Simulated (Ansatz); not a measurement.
A structure relaxed at PBE0-D4/def2-TZVP, charge 0, multiplicity 1:

| atom | x (Å) | y (Å) | z (Å) |
| --- | --- | --- | --- |
| B1 | -1.893 | -0.558 | -1.060 |
| O2 | -0.721 | -0.590 | -0.430 |
| Al3 | 0.770 | -0.615 | 0.372 |
| B4 | 1.591 | 1.254 | 0.946 |
| H5 | -2.914 | -0.608 | -0.423 |
| H6 | -1.921 | -0.475 | -2.262 |
| H7 | 1.400 | -2.051 | 0.611 |
| H8 | 1.363 | 1.761 | 2.008 |
| H9 | 2.326 | 1.882 | 0.237 |

Give its formula and SMILES.

AlB2H5O, `B[O][AlH][BH2]`.

Point group (tolerance 0.08 Å, 0.16 Å for H)?

Cs.

Summarise the bond lengths by kind.

1 × B–O 1.331 Å; 4 × B–H 1.199 to 1.205 Å; 1 × Al–O 1.693 Å; 1 × Al–B 2.121 Å; 1 × Al–H 1.586 Å.

Program: Ansatz 0.2.0.
